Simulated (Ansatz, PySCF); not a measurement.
C4H11Al (SMILES CCC[CH2][AlH2]), singlet, at a GFN2-xTB geometry (such geometries of metal compounds can be far from the true shape). Base run: CASSCF(6,4)/STO-3G in PySCF.

PySCF was given this input:
```python
from pyscf import gto, scf, mcscf
import numpy

mol = gto.M(
    atom='''
Al   -1.411924    1.709066    0.968380
H    -1.431866    2.302235    2.401132
H    -2.022859    2.651023   -0.101326
C    -0.611479   -0.058833    0.512967
C     0.809715    0.121057   -0.065641
C     1.493306   -1.198180   -0.435032
C     0.853476   -1.892367   -1.632184
H    -0.542094   -0.731664    1.383750
H    -1.216685   -0.603746   -0.228574
H     0.763925    0.760775   -0.953578
H     1.430453    0.641416    0.672200
H     2.541831   -0.993479   -0.667496
H     1.472371   -1.868203    0.428227
H     0.834736   -1.225911   -2.492120
H    -0.166067   -2.199377   -1.412540
H     1.421153   -2.780991   -1.899272
''',
    basis='sto-3g',
    charge=0,
    spin=0,
    verbose=4,
)

mf = scf.RHF(mol)
mf.kernel()
mc = mcscf.CASSCF(mf, 4, 6)
mc.fix_spin_(ss=0.0)
mc.kernel()
occ = numpy.linalg.eigvalsh(mc.fcisolver.make_rdm1(mc.ci, mc.ncas, mc.nelecas))[::-1]
ss = mc.fcisolver.spin_square(mc.ci, mc.ncas, mc.nelecas)[0]
print('natural occupations', occ.round(4), ' <S^2>', round(ss, 4))
```

Programs used: Ansatz (an electronic-structure program), PySCF; a row that names a program was run with it.

Each row names what was changed in the base input (with any setting that the change needs).

```
change                                                ΔE vs base (mEh)                      natural occupations  <S^2> of the state
----------------------------------------------------  ----------------  ---------------------------------------  ------------------
base                                                             0.000                      2.00 2.00 1.98 0.02                0.00
correction = SC-NEVPT2                                          -235.0                      2.00 2.00 1.98 0.02                0.00
active space = 10 electrons, 8 orbitals                        -38.661  2.00 2.00 1.98 1.98 1.97 0.02 0.02 0.02                0.00
state_average = 2 states                                        19.312                                        -                   -
start = MP2 natural orbitals                                     0.000                      2.00 2.00 1.98 0.02                0.00
code = ansatz                                                   -2.654                                        -                   -
conv_tol = 1e-5                                                 -1.478                      2.00 2.00 1.98 0.02                0.00
orbitals = fixed (CASCI); correction = SC-NEVPT2                -230.7                      2.00 2.00 2.00 0.00                0.00
active space = 2 electrons, 3 orbitals                          -0.171                           1.98 0.02 0.00                0.00
active space = 8 electrons, 6 orbitals                         -16.974            2.00 2.00 1.98 1.97 0.03 0.02                0.00
code = ansatz; correction = SC-NEVPT2, all electrons            -235.2                                        -                   -
```

Active orbitals are taken around the Fermi level unless the row says otherwise; CASSCF can end in different local minima, and two programs can end on different orbitals. State-averaged rows give the lowest state.
